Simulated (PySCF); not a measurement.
**Excited states of Mg⁸⁺ (magnesium, charge +8)**

Ground state [He] 2s2, ¹S. All numbers are calculated (PySCF 2.14, scalar relativity by spin-free X2C-1e, in an uncontracted even-tempered set (19 s from 0.144 bohr⁻², ratio 2.5; 10 p from 0.206 bohr⁻², ratio 2.7; 9 d from 0.0847 bohr⁻², ratio 2.7; 5 f from 6.7 bohr⁻², ratio 2.7)). Vertical excitation energies in eV without spin-orbit coupling; excited terms of each kind are numbered among those the solver found. Frozen: nothing.

```tsv
term	leading excitation	EOM-EE-CCSD
1 3P°	2s → p	17.714
1 1P°	2s → p	33.768
```

Only the lower part of the computed list is shown. Doubly excited terms such as np² are absent. The solver can miss terms. The 12 highest virtual orbitals were dropped.
